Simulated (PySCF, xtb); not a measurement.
C₂H₅ClGaN, SMILES [Ga]([Cl])([CH]=C)[NH2].

GFN2-xTB in xtb at its own geometry gives an orbital gap of 3.87 eV and a dipole moment of 2.92 D.

Geometry optimised at r2SCAN-D4/def2-SVP. The structure was generated by enumeration; whether it is a known compound was not checked. The values are those of a single conformer.

Question: What does M06-2X/def2-TZVP (PySCF) give? (Estimate from the structure and the level; the computed values follow.)

Answer: gap 8.42 eV (levels -8.94 and -0.52 eV), dipole 3.03 D.
